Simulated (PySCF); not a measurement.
## Computed properties of Sn(F)3(vinyl) (C2H3F3Sn), SMILES C=[CH][Sn]([F])([F])[F]

C₂H₃F₃Sn, SMILES [F][Sn]([F])([F])[CH]=C. Geometry: r2SCAN-D4/def2-SVP. The structure was generated by enumeration; whether it is a known compound was not checked. The def2 effective core potentials stand for the cores of Sn; spin–orbit coupling is left out. Other conformers were not sampled. All values are computed for the isolated molecule unless a solvent is named; none is compared with measurement here.

**Structure.** The optimised structure has Cs symmetry. All 21 harmonic modes at r2SCAN-D4/def2-SVP (PySCF) are real, so it is a minimum. With heavy atoms numbered as in [CH2:1]=[CH:2][Sn:3]([F:4])([F:5])[F:6], the shortest bond between them is C1–C2 at 1.337 Å and the longest C2–Sn3 at 2.112 Å.

**Vibrations.** The strongest infrared lines (harmonic, unscaled, degenerate partners summed) lie at 658 cm⁻¹ (70 km/mol, F 83 %, Sn 17 %), 658 cm⁻¹ (66 km/mol, F 83 %, Sn 17 %), 641 cm⁻¹ (57 km/mol, F 85 %, Sn 11 %). The softest mode is at 59 cm⁻¹ and the zero-point energy is 29.9 kcal/mol.

**Electronic structure.** B3LYP/def2-TZVP (PySCF) places the frontier levels at -9.22 and -2.49 eV, a gap of 6.73 eV, and gives a dipole moment of 5.06 D and a mean polarisability of 56.5 bohr³. PBE/def2-TZVP (PySCF) at the same geometry gives -8.27 and -3.12 eV, so its gap is 1.58 eV narrower. An orbital gap is neither the optical nor the fundamental gap.

**Excitations.** TDA-PBE0/def2-SVPD (PySCF) has S1 at 5.91 eV (210 nm, f = 0.007, weak); the most intense of the 10 singlets computed lies at 7.05 eV (f = 0.36). T1 (TDA) is at 4.27 eV, 1.64 eV under S1. TDA-PBE/def2-SVPD (PySCF) puts S1 at 5.24 eV. No vertical singlet excitation falls in the visible range (under 3.1 eV).
